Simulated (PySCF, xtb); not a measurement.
Be(I)(OH) (BeHIO), SMILES [OH][Be][I].

GFN2-xTB (xtb) at its own geometry gives an orbital gap of 7.03 eV and a dipole moment of 6.66 D.

Geometry optimised at r2SCAN-D4/def2-TZVP. The def2 effective core potentials stand for the cores of I; spin–orbit coupling is left out. Other conformers were not sampled.

### Question
What does PySCF with B3LYP/def2-TZVPD give? (Estimate from the structure and the level; the computed values follow.)

### Answer
gap 6.62 eV (levels -7.59 and -0.96 eV), dipole 1.74 D.
